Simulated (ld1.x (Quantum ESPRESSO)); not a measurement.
## nitrogen, TM: configuration errors across variants

ld1.x (Quantum ESPRESSO) 7.5 input, shortened:

```
&input
   title='N', zed=7., rel=2, dft='PBE', iswitch=3,
   config='[He] 2s2 2p2', rel_dist='average'
 /
 &inputp
   pseudotype=2, tm=.true., lloc=1,
   nlcc=.false.
 /
2
2S  1  0   2.00   0.00  0.90  0.90  0.0
2P  2  1   2.00   0.00  2.20  2.20  0.0
 &test
   configts(1)='2s2 2p2'
 /
```

Open shells are filled in proportion to 2j + 1 (rel_dist='average').

All-electron excitation energies from the reference (eV): (1) 2s2 2p3 -13.591; (2) 2s2 2p1 28.854; (3) 2s2 2p0 75.936; (4) 2s1 2p4 -2.084; (5) 2s1 2p0 153.755; (6) 2s1 2p3 11.781; (7) 2s2 2p2.5 -8.498.

Errors AE − PS in meV (a dash: test not solved or not reliable):

```tsv
change	(1)	(2)	(3)	(4)	(5)	(6)	(7)	bound ghosts
base	+9.6	+197	+1412	+135	+2550	+5.6	+9.8	none
wave 2s (bound): rc 0.90 bohr becomes 2s (bound): rc 0.60 bohr	+13	+206	+1463	+184	+2575	+37	+11	none
wave 2s (bound): rc 0.90 bohr becomes 2s (bound): rc 0.94 bohr	+9.7	+197	+1414	+136	+2551	+6.1	+9.9	none
wave 2s (bound): rc 0.90 bohr becomes 2s (bound): rc 1.02 bohr	+11	+200	+1426	+143	+2554	+10	+10	none
wave 2s (bound): rc 0.90 bohr becomes 2s (bound): rc 1.14 bohr	+12	+203	+1441	+154	+2553	+16	+11	none
wave 2s (bound): rc 0.90 bohr becomes 2s (bound): rc 1.34 bohr	+15	+210	+1478	+176	+2535	+23	+12	none
```

Task: Give the same row for: wave 2s (bound): rc 0.90 bohr becomes 2s (bound): rc 0.74 bohr.

Result: +10, +199, +1423, +144, +2557, +12, +10; bound ghosts: none.
